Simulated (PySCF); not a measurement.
Dipole moment and polarisability of `CN(C)[Si@H]1C=C[Si@H](N)C=C1`

Compound: C6H14N2Si2.
SMILES with atom numbers: `[CH3:1][N:2]([CH3:3])[Si@H:4]1[CH:5]=[CH:6][Si@H:7]([NH2:8])[CH:9]=[CH:10]1` (hydrogens: H11, H12, H13 on C1; H14, H15, H16 on C3; H17 on Si4; H18 on C5; H19 on C6; H20 on Si7; H21, H22 on N8; H23 on C9; H24 on C10)

Geometry (PBE0-D3(BJ)/def2-SVP, Å), atoms numbered from 1 in this order:
```
atom  x, y, z in Å
C1    -2.2487   -1.2232   -0.0833
N2    -2.1277    0.2125   -0.0684
C3    -3.2751    0.8981    0.4622
Si4   -0.5606    0.9534   -0.2127
C5     0.5312    0.6616    1.2870
C6     1.7053   -0.0006    1.2886
Si7    2.5411   -0.7234   -0.2191
N8     4.1628   -0.1145   -0.3036
C9     1.4815   -0.3722   -1.7311
C10    0.3011    0.2796   -1.7310
H11   -1.3526   -1.6830   -0.5272
H12   -2.3768   -1.6545    0.9305
H13   -3.1184   -1.5435   -0.6884
H14   -4.1887    0.6434   -0.1085
H15   -3.1398    1.9882    0.3982
H16   -3.4778    0.6467    1.5242
H17   -0.8302    2.4203   -0.3433
H18    0.1542    1.0436    2.2494
H19    2.2381   -0.1234    2.2443
H20    2.6975   -2.2080   -0.0963
H21    4.8647   -0.6434   -0.8085
H22    4.3195    0.8817   -0.4093
H23    1.8722   -0.7279   -2.6984
H24   -0.2204    0.4194   -2.6908
```

Level: wB97X-D/def2-SVPD (PySCF), static field, nuclei fixed, core orbitals frozen in the response. The polarisability tensor in these axes (au):

```
x   171.05 -17.79  -2.62
y   -17.79 118.88   3.29
z    -2.62   3.29 120.75
```

Problem. Give the principal values, the mean and the anisotropy Δα = √{½[(α1 − α2)² + (α2 − α3)² + (α1 − α3)²]}.

Solution. Principal values 112.68, 121.25 and 176.75 au; mean 136.89 au = 20.29 Å³ = 22.57 × 10⁻⁴⁰ C²·m²/J; Δα = 60.25 au (44 % of the mean).

Problem. What is the dipole moment, and where does it point?

Solution. (0.16, 0.13, -0.52) D, 0.56 D in size, pointing from the negative to the positive side. Measured along this direction, the outermost atoms are H16 at the negative end and H23 at the positive end.

Problem. In TDDFT the mean static polarisability is Σ f/ω² over all singlet excitations (ω in hartree). How much of it do the 10 lowest give? Their energies (eV) and oscillator strengths: 4.60, 0.0025; 5.30, 0.0218; 5.38, 0.0053; 5.94, 0.0051; 6.07, 0.0238; 6.30, 0.0179; 6.49, 0.0166; 6.50, 0.2906; 6.72, 0.0008; 6.84, 0.1074.

Solution. They add up to 8.82 au, 6.4 % of the 136.89 au; the largest single term is 5.09 au, from the state at 6.50 eV. Terms in order: 0.09, 0.57, 0.13, 0.11, 0.48, 0.33, 0.29, 5.09, 0.01, 1.70 au. Higher excitations give the rest. The strengths listed sum to 0.492.

Problem. Give the eigenvalues of the traceless quadrupole moment Θ = ½Σq(3rr − r²1), origin at the centre of nuclear charge.

Solution. -8.01, -2.39, 10.40 D·Å. The values depend on the origin, since the dipole doesn't vanish. The electronic extent ⟨r²⟩ about the same centre is 2425 bohr², a root-mean-square distance of 2.72 Å for the 92 electrons.

Problem. Molar refractivity from α?

Solution. Lorentz–Lorenz: R = (4π/3)N_A α = 2.5225 cm³/(mol·Å³) × 20.29 Å³ = 51.2 cm³/mol, in the limit of long wavelengths.

Geometry: PBE0-D3(BJ)/def2-SVP, one conformer, isolated molecule.
